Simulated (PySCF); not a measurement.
Al(H)2(Vi), C2H5Al, SMILES [CH](=C)[AlH2], PBE0/def2-SVP optimised geometry.

```
8

Al     0.70     0.64     0.00
H     -0.12     2.01     0.00
H      2.29     0.64     0.00
C     -0.33    -1.01     0.00
C     -1.67    -0.98     0.00
H      0.14    -2.01     0.00
H     -2.29    -1.89    -0.01
H     -2.23    -0.03    -0.01
```

Density from PBE0/def2-TZVP in PySCF at that geometry.

Minimum of the electron density along straight lines between bonded atoms, close to the bond critical point (lines longer than 1.1 times the sum of covalent radii, or with two minima, are not listed):

```tsv
bond	length / Å	ρ at the minimum / e bohr⁻³	∇²ρ there / e bohr⁻⁵	position (fraction from the first atom)
Al1–H2	1.593	0.081	0.21	0.50
Al1–H3	1.592	0.082	0.20	0.50
Al1–C4	1.946	0.087	0.28	0.40
C4–C5	1.345	0.342	-1.02	0.49
C4–H6	1.100	0.272	-0.92	0.64
C5–H7	1.098	0.277	-0.96	0.65
C5–H8	1.098	0.278	-0.97	0.65
```
